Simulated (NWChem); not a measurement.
CuF

```xyz
2

Cu     0.0000     0.0000    -0.4146
F      0.0000     0.0000     1.3359
```
Charge 0, spin multiplicity 1.

All runs are NWChem calculations. The geometry was optimised at B3LYP/def2-SVP, a minimum by its harmonic frequencies.

Symmetry labels belong to the abelian group C2v used in the runs, with the axes of the coordinates shown; states degenerate in a higher group split over its labels.

The structure started from a generated list of species.

Question: List the lowest 4 singlet excitations that TD-PBE/def2-SVPD gives, with oscillator strengths.

Answer: 
```
state  symmetry  energy (eV)  wavelength (nm)      f
-----  --------  -----------  ---------------  -----
1            b2         1.91              651  0.005
2            b1         1.91              651  0.005
3            a2         2.22              559  0.000
4            a1         2.22              559  0.000
```
